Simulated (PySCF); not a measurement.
Electron correlation in Tc³⁺ (technetium, charge +3)

[Kr] 4d4, high-spin 5D determinant. Computed with PySCF 2.14 in aug-cc-pwCVDZ-PP with ECP28MDF (6s6p5d3f, 70 functions), with a scalar-relativistic core potential. Frozen: 4s2 4p6; 4 electrons correlated.

```json
{"level": "CCSD", "correlation energy (mhartree)": "-40.36"}
{"level": "(T)", "correlation energy (mhartree)": "-0.14"}
{"level": "CCSD(T)", "correlation energy (mhartree)": "-40.50"}
```

Diagnostics: T1 = 0.00059, D1 = 0.0011, largest double amplitude 0.020.

Cost of the coupled-cluster step: roughly 6 core-seconds, for 4 correlated electrons.
